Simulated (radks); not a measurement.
The numbers below are computed, except where a source is named.
All-electron atom: P III in [He] 2s2 2p5 3s2 3p1 4p1 (not the ground configuration). Code: a radial shooting solver on a logarithmic mesh with Libxc functionals. Model: scalar-relativistic Kohn-Sham, r2SCAN, spin-unpolarised, spherical densities, finite nucleus; meta-GGA in the generalised Kohn-Sham scheme; Fermi nuclear charge, rms radius 3.1889 fm. Some entries of the table are withheld. Estimate them.

| orbital | occ. | eigenvalue (eV) | <r> (bohr) | <1/r> (bohr^-1) |
|---|---|---|---|---|
| 1s | 2 | (1) | 0.1035 | 14.65 |
| 2s | 2 | -231.2958 | 0.5042 | (2) |
| 2p | 5 | -181.3276 | 0.4648 | 2.801 |
| 3s | 2 | -44.1025 | 1.589 | 0.8655 |
| 3p | 1 | -32.7469 | 1.727 | 0.7811 |
| 3d | 0 | -17.3405 | 2.105 | 0.5906 |
| 4s | 0 | -13.7328 | 4.033 | 0.3246 |
| 4p | 1 | -11.0970 | 4.461 | 0.2933 |

Answer. 
(1) 1s eigenvalue (eV): -2163.613
(2) 2s <1/r> (bohr^-1): 2.912
